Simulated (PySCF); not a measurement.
# PySCF run on NaSr⁻

The script input.py:

```python
from pyscf import gto, scf

mol = gto.M(
    atom='Na 0 0 0; Sr 0 0 3.216',
    basis='def2-svp',
    ecp={'Sr': 'def2-svp'},
    charge=-1,
    spin=0,
    verbose=4,
)
mf = scf.RHF(mol)
mf.kernel()
mf.stability(internal=True, external=True)
mf.dip_moment()
print('orbital energies (hartree):', mf.mo_energy[..., max(0, mol.nelec[1]-3):mol.nelec[0]+3].round(4))
```

```bash
$ OMP_NUM_THREADS=1 python input.py
```

Output (some set-up lines and the per-cycle HOMO/LUMO lines with their warnings removed):

```
PySCF version 2.14.0

[INPUT] verbose = 4
[INPUT] num. atoms = 2
[INPUT] num. electrons = 22
[INPUT] charge = -1
[INPUT] spin (= nelec alpha-beta = 2S) = 0
[INPUT] symmetry False subgroup None
[INPUT] Mole.unit = angstrom
[INPUT] Symbol           X                Y                Z      unit          X                Y                Z       unit  Magmom
[INPUT]  1 Na     0.000000000000   0.000000000000   0.000000000000 AA    0.000000000000   0.000000000000   0.000000000000 Bohr   0.0
[INPUT]  2 Sr     0.000000000000   0.000000000000   3.216000000000 AA    0.000000000000   0.000000000000   6.077359216601 Bohr   0.0

nuclear repulsion = 18.0999667914179
number of shells = 16
number of NR pGTOs = 82
number of NR cGTOs = 38
basis = def2-svp
ecp = {'Sr': 'def2-svp'}

******** <class 'pyscf.scf.hf.RHF'> ********
method = RHF
initial guess = minao
damping factor = 0
level_shift factor = 0
DIIS = <class 'pyscf.scf.diis.CDIIS'>
diis_start_cycle = 1
diis_space = 8
diis_damp = 0
SCF conv_tol = 1e-09
SCF conv_tol_grad = None
SCF max_cycles = 50
direct_scf = True
direct_scf_tol = 1e-13
Set gradient conv threshold to 3.16228e-05
Initial guess from minao.
init E= -181.037147842584
cycle= 1 E= -191.727675845493  delta_E= -10.7  |g|= 0.91  |ddm|= 20.1
cycle= 2 E= -192.092160505526  delta_E= -0.364  |g|= 0.119  |ddm|= 16.8
cycle= 3 E= -192.107878890029  delta_E= -0.0157  |g|= 0.0322  |ddm|= 1.27
cycle= 4 E= -192.109722483819  delta_E= -0.00184  |g|= 0.0115  |ddm|= 0.531
cycle= 5 E= -192.110174647324  delta_E= -0.000452  |g|= 0.00471  |ddm|= 0.293
cycle= 6 E= -192.11024065625  delta_E= -6.6e-05  |g|= 0.00156  |ddm|= 0.105
cycle= 7 E= -192.110251539875  delta_E= -1.09e-05  |g|= 0.000476  |ddm|= 0.0498
cycle= 8 E= -192.110252422423  delta_E= -8.83e-07  |g|= 0.000113  |ddm|= 0.019
cycle= 9 E= -192.110252449187  delta_E= -2.68e-08  |g|= 2.81e-05  |ddm|= 0.00553
cycle= 10 E= -192.110252451127  delta_E= -1.94e-09  |g|= 4.71e-06  |ddm|= 0.00101
cycle= 11 E= -192.1102524512  delta_E= -7.28e-11  |g|= 1.38e-06  |ddm|= 0.000182
Extra cycle  E= -192.110252451204  delta_E= -4.49e-12  |g|= 6.74e-07  |ddm|= 4.69e-05
converged SCF energy = -192.110252451204
rhf_internal: lowest eigs of H = [0.12590877 0.12591042 0.29918913]
<class 'pyscf.scf.hf.RHF'> wavefunction is stable in the internal stability analysis
rhf_real2complex: lowest eigs of H = [0.01703244 0.01703947 0.0557135 ]
<class 'pyscf.scf.hf.RHF'> wavefunction is stable in the real -> complex stability analysis
rhf_external: lowest eigs of H = [-0.0303968  -0.03039314 -0.02188423]
<class 'pyscf.scf.hf.RHF'> wavefunction has an RHF/RKS -> UHF/UKS instability

WARN: System has nonzero charge -1; the dipole moment is origin-dependent.
Location of origin: [0. 0. 0.]

Dipole moment(X, Y, Z, Debye):  0.00000,  0.00000, -9.47343
orbital energies (hartree): [-0.9712 -0.0821 -0.0048  0.1383  0.1383  0.1572]
```

In short: E(SCF) = -192.110252 Eh, 11 cycles, internal stable; real -> complex stable; RHF/RKS -> UHF/UKS unstable.

It ran on AMD EPYC 9R14 (1 thread, shared host) in 0.79 s.

The stability test finds a lower solution, so these numbers belong to a saddle point. The basis has no diffuse functions, which an anion needs. The bond length is a typed value, not an optimised one. The dipole of an ion depends on the origin.
